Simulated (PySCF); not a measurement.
## Energy profile

The step: GeH₄ + NH₃ → GeNH₅ ([NH2][GeH3]) + H₂; bonds formed: Ge1–N7, H2–H6; bonds broken: Ge1–H2, H6–N7 (atoms numbered as in the saddle structure below).

Ge1  (-0.781, -0.439, -0.180)
H2  (0.834, -1.282, 0.767)
H3  (-0.571, -1.539, -1.224)
H4  (-1.538, -0.774, 1.107)
H5  (-1.672, 0.636, -0.902)
H6  (1.180, -0.165, 0.546)
N7  (0.760, 0.816, 0.047)
H8  (0.589, 1.615, 0.651)
H9  (1.199, 1.131, -0.813)
(Å)

Electronic energies by CCSD(T) at an estimated basis limit (MP2 extrapolated from triple and quadruple zeta, plus CCSD(T) − MP2 in triple zeta), on PBE0-D4/def2-TZVP structures; GeNH7, closed shell; no counterpoise correction. Computed with PySCF 2.14 with density fitting (its default auxiliary sets; JK sets also for MP2 and CCSD(T)) (basis: def2-TZVPP and def2-QZVPP); correlated methods freeze the cores. Filled d shells of the heavier atoms are correlated. The def2 sets are not built for correlating such inner shells, so the correlated values are less sure here. Extrapolation: Hartree–Fock as exp(−7.88 √X), correlation as X^−2.97.

Problem. Give the profile in eV, counted from the separated reactants. (To be estimated.)

Solution. By the calculation:
| point | eV |
| --- | --- |
| separated: GeH4 (Ge1, H2, H3, H4, H5; singlet) + NH3 (H6, N7, H8, H9; singlet) | 0.000 |
| start structure | -0.077 |
| saddle | 2.346 |
| end structure | 0.230 |
| separated: GeNH5 (linked as [NH2][GeH3]; Ge1, H3, H4, H5, N7, H8, H9; singlet) + H2 (H2, H6; singlet) | 0.262 |

The T1 diagnostic stays at or below 0.013.

For scale, one of the runs: CCSD(T)/def2-TZVPP, 177 basis functions, launched by `OMP_NUM_THREADS=4 python run.py`. Hardware: 4 CPU threads of an Arm Neoverse V2, shared host. Wall time 4.1 min; peak host memory 1.9 GiB.
